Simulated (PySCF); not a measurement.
Coordinates in bohr (charge 1 multiplicity 1):
```
Ta    0.0000    0.0000    0.0000
H     1.8888    1.8888    1.8888
H    -1.8888    1.8888   -1.8888
H     1.8888   -1.8888   -1.8888
H    -1.8888   -1.8888    1.8888
```

Method: PBE0/[Ta def2-TZVP with ECP60, H def2-TZVP], scalar-relativistic core potentials, density fitting, no spin–orbit coupling, PySCF.

This geometry of [TaH4]+ is a stationary point at this level.

Task: What is the point group?

Result: Td.

Task: Is it a minimum?

Result: Yes: all harmonic wavenumbers are real.

Task: Which band is strongest in the infrared?

Result: 2010 cm⁻¹ (t2), 183 km/mol.

Task: What are the dipole moment and the gap between the highest occupied and lowest empty levels?

Result: 0.00 D about the centre of mass and 6.15 eV.

Task: Give the ideal-gas entropy at 298.15 K and 1 bar by parts.

Result: translation 174.0, rotation 53.9, vibration 7.0, spin 0.0; total 234.8 J/(mol K).

This need not be the most stable arrangement of these atoms. With an element this heavy the missing spin–orbit coupling can shift these numbers.
